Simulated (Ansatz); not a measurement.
In₄Sb₄H₁₄⁻, a cluster cut from wurtzite InSb (hydrogen-capped). Total charge -1; doublet. Geometry r2SCAN-D4/def2-SVP, that of the neutral singlet; atoms count from 1.

```xyz
22

In    2.0187   -2.5589    0.2037
Sb    0.6412   -1.5731   -2.2277
In   -1.8543   -0.8150    2.5629
Sb    0.9192   -0.5685    1.9305
Sb   -2.8001   -0.0109   -0.1276
In   -1.1013    0.6819   -2.3098
In    1.9266    2.0846    1.6169
Sb    0.5705    2.5653   -0.9734
H     1.2629   -4.0895    0.4518
H     3.6719   -2.2258   -0.1592
H    -0.2446   -2.7959   -3.0163
H     1.7149   -1.3021   -3.5220
H    -2.3342   -2.4704    2.6328
H    -2.3907    0.4990    3.5432
H     1.6287   -1.0078    3.4201
H    -3.8817   -1.1412   -0.8016
H    -3.9270    1.2652   -0.0705
H    -1.8175    1.1256   -3.8135
H     3.5891    2.0708    1.1570
H     1.1126    3.1901    2.6613
H     1.6486    3.0803   -2.1876
H    -0.3535    3.9963   -0.9709
```

In the def2 sets In, Sb take a core potential; there is no spin–orbit coupling. Single mean-field runs in def2-TZVP are fitted with def2-universal-jkfit. The highest occupied level of the charge -1 doublet lies above zero (up to 0.41 eV). By energy differences its removal costs 0.68 eV (vertical, to the charge 0 singlet, at PBE0-D4/def2-TZVP); self-interaction error and the lack of diffuse functions both raise the level.

Q: Estimate the Mulliken populations from the PBE0/def2-TZVP orbitals of Ansatz.

A: 
```tsv
atom	charge (e)	spin (α − β)
In1	0.17	0.17
Sb2	-0.16	0.07
In3	0.17	0.17
Sb4	-0.27	-0.03
Sb5	-0.16	0.07
In6	0.20	0.22
In7	0.17	0.17
Sb8	-0.16	0.07
H9	-0.12	-0.01
H10	-0.12	-0.01
H11	-0.01	0.00
H12	-0.01	0.00
H13	-0.12	-0.01
H14	-0.12	-0.01
H15	-0.02	0.00
H16	-0.01	0.00
H17	-0.01	0.00
H18	-0.17	0.16
H19	-0.12	-0.01
H20	-0.12	-0.01
H21	-0.01	0.00
H22	-0.01	0.00
```
Mulliken values and Mayer orders depend strongly on the basis.

Q: Where does the spin sit?

A: Summed by element: In 0.74, Sb 0.19, H 0.07, of 1 unpaired in all. Largest on single atoms: In6 0.22, In1 0.17, In3 0.17.

Q: And the Mayer bond orders between bonded heavy atoms (over 0.3)?

A: In1–Sb2 0.60 (2.96 Å); In1–Sb4 0.70 (2.86 Å); Sb2–In6 0.57 (2.85 Å); In3–Sb4 0.70 (2.86 Å); In3–Sb5 0.60 (2.96 Å); Sb4–In7 0.70 (2.86 Å); Sb5–In6 0.57 (2.85 Å); In6–Sb8 0.57 (2.85 Å); In7–Sb8 0.60 (2.96 Å).
